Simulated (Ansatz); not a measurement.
Geometry optimisation, RKS PBE0-D4/def2-SVP (Ansatz).

Input:

```yaml
crystal:
  periodic: [false, false, false]
  atoms:
    - { symbol: W, position_ang: [0.044921, 0.335569, -0.251932] }
    - { symbol: Cl, position_ang: [-0.07909, -0.351414, 3.269438] }
    - { symbol: H, position_ang: [1.383886, -0.396048, 0.432005] }
    - { symbol: H, position_ang: [0.197661, 1.480918, -1.458295] }
    - { symbol: O, position_ang: [-1.602681, 0.340518, 0.537446] }
    - { symbol: H, position_ang: [-1.756593, 0.040752, 1.45261] }
    - { symbol: H, position_ang: [0.355378, -1.265084, -0.678084] }
    - { symbol: H, position_ang: [-0.233011, -0.137463, -1.837207] }
    - { symbol: Br, position_ang: [1.423741, 2.238358, 0.762185] }
    - { symbol: H, position_ang: [0.714989, 0.656794, 2.891733] }
basis:
  gaussian: { orbitals: def2-SVP }
hamiltonian:
  xc: pbe0
  dispersion: d4
relax:
  f_tol: 0.03
  max_steps: 50
```

Run as:

```bash
$ ansatz run input.yaml --threads 4 --pin off --max-ram 5120MiB --backend cpu --events-out ev --progress --plain --runs-dir out
```

Q: Where does it end, and by what steps?

A: The forces met the threshold. After 8 steps the energy has fallen by 0.057 eV; Br9 moved furthest, 0.19 Å.

```
step  energy less start (eV)  largest force component (eV/Å)  accepted
   0                  0.0000                           0.775       yes
   1                 -0.0321                           0.487       yes
   2                  0.0082                           0.968        no
   3                 -0.0413                           0.490       yes
   4                 -0.0357                           0.554        no
   5                 -0.0477                           0.407       yes
   6                 -0.0558                           0.108       yes
   7                 -0.0563                           0.069       yes
   8                 -0.0572                           0.022       yes
```

```xyz
10
Properties=species:S:1:pos:R:3
W 0.033 0.311 -0.250
Cl -0.031 -0.211 3.293
H 1.355 -0.468 0.417
H 0.219 1.507 -1.402
O -1.612 0.297 0.543
H -1.714 0.013 1.472
H 0.349 -1.269 -0.742
H -0.217 -0.097 -1.860
Br 1.377 2.118 0.904
H 0.688 0.741 2.744
```

Whether the end is a true minimum wasn't checked by a vibrational analysis.

The run took 32 s on 4 threads of Arm Neoverse V1 (shared host), peak memory 0.35 GiB.
